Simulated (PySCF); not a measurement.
Species: F2OSe.
SMILES: `O=[Se](F)F`

Level of theory: PySCF, PBE0-D3(BJ)/def2-TZVP geometry optimisation, gas phase.

Take the most abundant isotopes and a rigid rotor. 

(1) What are A, B and C (MHz)?

(2) What kind of rotor is it?

(3) Is it planar, by Δ = Ic − Ia − Ib?

(4) Give the other two planar moments, Paa and Pbb, and the rms extents of the mass along the axes.

(5) Give the coordinates in the principal-axis frame, origin at the centre of mass.

(6) Which types of transition are allowed, and where do some lines up to J = 4 fall?

Answers

(1) Ia = 77.38, Ib = 80.45, Ic = 121.58 u·Å²; 505379 MHz·u·Å²/I gives A = 6531, B = 6282, C = 4157 MHz.

(2) An asymmetric top. Ray's parameter κ = (2B − A − C)/(A − C) = 0.790; −1 is the prolate and +1 the oblate limit.

(3) Not planar: Δ = Ic − Ia − Ib = -36.25 u·Å². For a rigid frame Δ = −2 Σ m c², so Σ m c² = 18.12 u·Å² lies off the ab plane. The atom farthest from that plane is 0.66 Å away.

(4) Paa = Σ m a² = (Ib + Ic − Ia)/2 = 62.32 and Pbb = Σ m b² = (Ia + Ic − Ib)/2 = 59.25 u·Å². With the mass M = 133.91 u, the rms extents √(P/M) along a, b and c are 0.68, 0.67, 0.37 Å.

(5) The sense of each axis is arbitrary; atoms in the order of the calculation.
```json
{"atom": "O1", "mass (u)": "15.995", "a (Å)": "1.397", "b (Å)": "0.013", "c (Å)": "0.656"}
{"atom": "Se2", "mass (u)": "79.917", "a (Å)": "0.140", "b (Å)": "0.001", "c (Å)": "-0.293"}
{"atom": "F3", "mass (u)": "18.998", "a (Å)": "-0.895", "b (Å)": "1.240", "c (Å)": "0.340"}
{"atom": "F4", "mass (u)": "18.998", "a (Å)": "-0.869", "b (Å)": "-1.257", "c (Å)": "0.340"}
```

(6) The dipole components are |μa| = 0.26 D, |μb| = 0.00 D, |μc| = 2.74 D; the mirror of this Cs structure is the ac plane, so μb vanishes by symmetry and there are no b-type lines. The squared components, which scale the intensities, stand as 0.01 : 1.00 (a : c). Some lines, for components of 0.1 D or more:

```
type  branch         J(Ka,Kc)    MHz  lower level (cm⁻¹)
   a       Q  4(4,0) ← 4(4,1)   1254               4.242
   a       Q  3(3,0) ← 3(3,1)   1592               2.515
   a       Q  2(2,0) ← 2(2,1)   1897               1.220
   a       Q  2(1,1) ← 2(1,2)   6376               0.982
   a       Q  4(1,3) ← 4(1,4)  15707               3.073
   a       R  2(1,2) ← 1(1,1)  18753               0.357
   c       R  2(1,1) ← 1(0,1)  25378               0.348
   c       R  2(2,0) ← 1(1,0)  25647               0.427
   c       R  2(2,1) ← 1(1,1)  25876               0.357
   a       R  4(1,4) ← 3(1,3)  35501               1.889
   c       R  3(1,2) ← 2(0,2)  38358               0.981
```

No PBE0-D3(BJ)/def2-TZVP frequencies stand behind this structure, so it isn't proved a minimum. Zero-point vibration and centrifugal distortion are left out.
